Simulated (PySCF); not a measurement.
Isomers of C5H13FOSi2, mass 164.049 u with the commonest isotopes. The calculation used PBE0/pcSseg-1 in PySCF (dipole) on a GFN2-xTB geometry, gas phase. One conformer each, none proved a minimum here; rigid rotors.

Question: Order these by dipole moment, smallest first.
A. `[CH3:1][CH2:2][O:3][CH2:4]/[C:5]([SiH3:6])=[CH:7]/[SiH2:8][F:9]` with C1–C2–O3–C4 -75°, C2–O3–C4–C5 170°, O3–C4–C5–Si6 -22°, C5–C7–Si8–F9 -178°
B. `[CH3:1][CH2:2][O:3][Si@@H:4]1[CH2:5][SiH2:6][C@H:7]([F:8])[CH2:9]1` with C1–C2–O3–Si4 169°, C2–O3–Si4–C5 -71°, O3–Si4–C5–Si6 -129°, Si4–C5–Si6–C7 -6°, C5–Si6–C7–F8 155°, Si6–C7–C9–Si4 -45°
C. `[CH3:1][O:2][CH2:3][SiH2:4][CH2:5]/[C:6]([SiH3:7])=[CH:8]\[F:9]` with C1–O2–C3–Si4 177°, O2–C3–Si4–C5 53°, C3–Si4–C5–C6 -178°, Si4–C5–C6–Si7 96°

Answer: C (1.16 D), B (3.36 D), A (3.62 D).

Question: Order these by rotational constant B, smallest first.
A. `[CH3:1][CH2:2][O:3][Si@@H:4]1[CH2:5][SiH2:6][C@H:7]([F:8])[CH2:9]1` with C1–C2–O3–Si4 169°, C2–O3–Si4–C5 -71°, O3–Si4–C5–Si6 -129°, Si4–C5–Si6–C7 -6°, C5–Si6–C7–F8 155°, Si6–C7–C9–Si4 -45°
B. `[CH3:1][O:2][CH2:3][SiH2:4][CH2:5]/[C:6]([SiH3:7])=[CH:8]\[F:9]` with C1–O2–C3–Si4 177°, O2–C3–Si4–C5 53°, C3–Si4–C5–C6 -178°, Si4–C5–C6–Si7 96°
C. `[CH3:1][CH2:2][O:3][CH2:4]/[C:5]([SiH3:6])=[CH:7]/[SiH2:8][F:9]` with C1–C2–O3–C4 -75°, C2–O3–C4–C5 170°, O3–C4–C5–Si6 -22°, C5–C7–Si8–F9 -178°

Answer: C (434.5 MHz), B (519.1 MHz), A (558.3 MHz).

Question: Order these by rotational constant C, smallest first.
A. `[CH3:1][O:2][CH2:3][SiH2:4][CH2:5]/[C:6]([SiH3:7])=[CH:8]\[F:9]` with C1–O2–C3–Si4 177°, O2–C3–Si4–C5 53°, C3–Si4–C5–C6 -178°, Si4–C5–C6–Si7 96°
B. `[CH3:1][CH2:2][O:3][CH2:4]/[C:5]([SiH3:6])=[CH:7]/[SiH2:8][F:9]` with C1–C2–O3–C4 -75°, C2–O3–C4–C5 170°, O3–C4–C5–Si6 -22°, C5–C7–Si8–F9 -178°
C. `[CH3:1][CH2:2][O:3][Si@@H:4]1[CH2:5][SiH2:6][C@H:7]([F:8])[CH2:9]1` with C1–C2–O3–Si4 169°, C2–O3–Si4–C5 -71°, O3–Si4–C5–Si6 -129°, Si4–C5–Si6–C7 -6°, C5–Si6–C7–F8 155°, Si6–C7–C9–Si4 -45°

Answer: B (393.0 MHz), A (434.6 MHz), C (496.4 MHz).

```tsv
SMILES	point group	Ia (u·Å²)	Ib (u·Å²)	Ic (u·Å²)	κ	μa (D)	μb (D)	μc (D)
CCO[Si@@H]1C[SiH2][C@H](F)C1	C1	212.29	905.22	1018.15	-0.93	2.65	1.84	0.95
COC[SiH2]C/C([SiH3])=C\F	C1	307.12	973.60	1162.88	-0.86	1.15	0.16	0.04
CCOC/C([SiH3])=C/[SiH2]F	C1	187.62	1163.19	1286.05	-0.96	3.53	0.74	0.32
```
